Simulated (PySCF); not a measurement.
InO, doublet, geometry from GFN2-xTB (such geometries of metal compounds can be far from the true shape) (all electrons, no relativity). Base run: PBE/3-21G (PySCF).

Here is a job for PySCF.
```python
from pyscf import gto, scf, dft

mol = gto.Mole()
mol.atom = '''
    In   -0.000000   -0.000000   -0.259256
    O     0.000000    0.000000    1.587945
'''
mol.basis = '3-21g'
mol.charge = 0
mol.spin = 1
mol.verbose = 4
mol.symmetry = True
mol.build()

mf = dft.UKS(mol)
mf.xc = 'pbe'
mf.kernel()
mf.analyze()
```

Variants of this job, named by their change:

```csv
change,ΔE vs base (eV),point group used,SCF cycles
base,0.00,Coov,12
symmetry = off,0.00,C1,12
symmetry_subgroup = C2v,0.00,C2v,12
```

Open shells are given as the SCF converged; they aren't shown to be the lowest states, and a large step between rows can be another state.
